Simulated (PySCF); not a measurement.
# How methods differ on the excitation energy of K

K [Ar] 4s1 (2S) → K [Ar] 4p1 (2P), as a difference of total energies. Calculation: PySCF 2.14, in ANO-RCC-VTZP (6s5p2d1f, 38 functions); scalar relativity by spin-free X2C-1e. Correlated levels: valence and next inner shell: [Ne] frozen. The calculations carry no spin-orbit coupling.

```tsv
method	excitation energy (cm⁻¹)	error (cm⁻¹)
UHF	11533	-1490
LDA	12404	-620
PBE	11301	-1722
PBE0	11381	-1642
r2SCAN	11059	-1965
BP86	11264	-1760
M06-2X	12275	-749
CAM-B3LYP	12730	-293
TPSSh	10658	-2365
MP2 (valence and next inner shell)	13075	+52
SCS-MP2 (valence and next inner shell)	12730	-294
```

Reference: 13024 cm⁻¹ (measured; NIST levels, between the centres of gravity of the two terms).

Errors of the correlated levels include the incompleteness of this basis and the frozen core.

The basis was made for the ground configuration and has no added diffuse functions, so the excitation energy can come out too high.
